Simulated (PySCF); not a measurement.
From one molecule to another.

First species: C6H11FOSi.
Atom-mapped SMILES: `[CH3:1][C@@H:2]1[CH2:3][CH2:4][C@@:5]1([SiH3:6])[C:7](=[O:8])[F:9]` (hydrogens: H10, H11, H12 on C1; H13 on C2; H14, H15 on C3; H16, H17 on C4; H18, H19, H20 on Si6)

Geometry (GFN2-xTB, Å), atoms numbered from 1 in this order:
```
atom  x, y, z in Å
C1     1.5258    1.3154   -0.3100
C2     0.9922    0.0579    0.3454
C3     1.1559   -1.2696   -0.4134
C4    -0.2992   -1.6366   -0.0978
C5    -0.5389   -0.1892    0.3708
Si6   -1.6220    0.8216   -0.8574
C7    -1.1756   -0.0529    1.6799
O8    -1.9208   -0.7682    2.2585
F9    -0.8347    1.1524    2.2693
H10    1.1627    1.4109   -1.3311
H11    1.2188    2.1928    0.2548
H12    2.6139    1.2856   -0.3321
H13    1.4033   -0.0118    1.3569
H14    1.9147   -1.9470   -0.0280
H15    1.3250   -1.1133   -1.4774
H16   -0.8983   -1.9764   -0.9406
H17   -0.4034   -2.3551    0.7145
H18   -1.0864    0.5619   -2.1946
H19   -1.5567    2.2375   -0.5114
H20   -2.9813    0.2949   -0.7593
```

Second species: C₄H₁₅NOSi₃.
SMILES with atom numbers: `[CH3:1][CH:2]([CH3:3])[C:4](=[O:5])[SiH2:6][N:7]([SiH3:8])[SiH3:9]` (hydrogens: H10, H11, H12 on C1; H13 on C2; H14, H15, H16 on C3; H17, H18 on Si6; H19, H20, H21 on Si8; H22, H23, H24 on Si9)

Structure used (GFN2-xTB), in Å, numbered top down from 1:
```
atom  x, y, z in Å
C1    -3.0704   -1.0774   -0.1013
C2    -2.1242    0.0651   -0.4587
C3    -2.5112    1.3570    0.2627
C4    -0.6858   -0.2758   -0.1413
O5    -0.3859   -1.3319    0.3765
Si6    0.7139    0.9388   -0.6001
N7     2.1261    0.0047   -0.3351
Si8    3.6585    0.6015   -0.9135
Si9    2.1007   -1.5249    0.5713
H10   -4.0963   -0.8175   -0.3522
H11   -2.7932   -1.9788   -0.6426
H12   -3.0111   -1.2917    0.9634
H13   -2.1583    0.2487   -1.5396
H14   -3.5538    1.5952    0.0632
H15   -2.3861    1.2378    1.3366
H16   -1.8957    2.1873   -0.0714
H17    0.5191    1.3197   -2.0044
H18    0.6471    2.1284    0.2599
H19    4.2406   -0.3760   -1.8325
H20    4.5494    0.8571    0.2182
H21    3.3748    1.8552   -1.6134
H22    1.5675   -1.3093    1.9108
H23    1.6197   -2.6105   -0.2748
H24    3.5432   -1.7829    0.7593
```

Levels: PBE0/pcSseg-1 for dipole moment, HOMO energy, LUMO energy and HOMO–LUMO gap; GFN2-xTB for rotational constant A and rotational constant C. Geometries: GFN2-xTB. Each species is one conformer at its optimised geometry, gas phase, non-relativistic unless stated. Electronic properties by PySCF.

The conformers computed, where there is a choice (atom-mapped SMILES and torsion angles):
- `[CH3:1][C@@H:2]1[CH2:3][CH2:4][C@@:5]1([SiH3:6])[C:7](=[O:8])[F:9]`: C4–C5–C7–O8 -28°
- `[CH3:1][CH:2]([CH3:3])[C:4](=[O:5])[SiH2:6][N:7]([SiH3:8])[SiH3:9]`: C1–C2–C4–O5 -2°, C2–C4–Si6–N7 -169°, C4–Si6–N7–Si8 168°

Values for the first species:

- Dipole moment: 3.50 D
- HOMO energy: -8.45 eV
- LUMO energy: -0.52 eV
- HOMO–LUMO gap: 7.93 eV
- Rotational constant A: 1.622 GHz
- Rotational constant C: 1.121 GHz

Task: Estimate the same properties for the second species, and the change in each.

Result: 
```csv
property,first,second,second less first
dipole moment,3.50 D,3.13 D,-0.37 D
HOMO energy,-8.45 eV,-7.12 eV,+1.33 eV
LUMO energy,-0.52 eV,-1.45 eV,-0.93 eV
HOMO–LUMO gap,7.93 eV,5.67 eV,-2.26 eV
rotational constant A,1.622 GHz,1.943 GHz,+0.321 GHz
rotational constant C,1.121 GHz,0.448 GHz,-0.673 GHz
```

On the first: The dipole matches unit charges of opposite sign 0.73 Å apart (1 e·Å = 4.8032 D). A dipole of 3.50 D is allowed in C1, and pure rotational transitions are dipole-allowed.

On the second: A dipole of 3.13 D is allowed in C1, and pure rotational transitions are dipole-allowed. In atomic units the dipole is 1.23 e·bohr (1 au = 2.5417 D).
